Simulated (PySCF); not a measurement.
Input of a run (PBE0-D3(BJ)/def2-SVP geometry optimisation, gas phase (PySCF 2.14.0)), started from GFN2-xTB:
```
{"job": {"xc": "PBE0", "basis": "def2-SVP", "d3": "d3bj", "grid": 1, "kind": "geom"}, "charge": -1, "multiplicity": 1}
Si    -1.772430    -0.545669     0.046233
N     -0.731986     0.657065     0.581073
Si     0.797462     1.220065     0.273082
P      2.350369    -0.333910    -0.405881
H     -2.302397    -0.404214    -1.342444
H     -1.287236    -1.956831     0.070442
H     -2.960760    -0.526932     0.935127
H      1.453557     1.766077     1.488140
H      1.010655     2.240096    -0.795141
H      1.924236    -1.271427     0.500857
H      1.523955    -0.841649    -1.377451
```

Output (energies in Eh, forces in Eh/bohr):
```
step   0  E = -978.58734750  max force = 0.028016
step   1  E = -978.59388109  max force = 0.005689
step   2  E = -978.59441659  max force = 0.001656
step   3  E = -978.59448072  max force = 0.000548
step   4  E = -978.59454104  max force = 0.000992
step   5  E = -978.59459684  max force = 0.000956
step   6  E = -978.59463087  max force = 0.000596
step   7  E = -978.59464930  max force = 0.000219
step   8  E = -978.59465661  max force = 0.000278
optimisation converged
```

Summarise the run.

The energy falls by 19.2 kJ/mol over 9 energy and gradient evaluations, the largest force component goes from 0.0280 to 2.8e-04 Eh/bohr, and the atoms move by 0.277 Å rms after alignment. Among the bonds, P4–H10 and P4–H11 change most and about equally (+0.059 to +0.060 Å). Bonds longer at the end by more than 0.005 Å: 8 of 10; shorter: 2. Among the angles that change most is N2–Si1–H7, from 107.3° to 113.6°. Among the dihedrals that turn most is Si1–N2–Si3–H8, from -148° to -162°. The energy never rose by more than 1e-6 Eh on the way. The first step brought 89 % of the lowering.

What are the final bond lengths?

Si1–N2 1.658 Å, N2–Si3 1.645 Å, Si3–P4 2.328 Å, Si1–H5 1.528 Å, Si1–H6 1.527 Å, Si1–H7 1.520 Å, Si3–H8 1.517 Å, Si3–H9 1.525 Å, P4–H10 1.432 Å, P4–H11 1.432 Å. Numbering counts from 1 in the input's order; the species is `[SiH3][N-][SiH2]P`.

The run used 103 basis functions and 57 SCF cycles in all.

PBE0-D3(BJ)/def2-SVP frequencies: not computed here.

One conformer stands for the species.
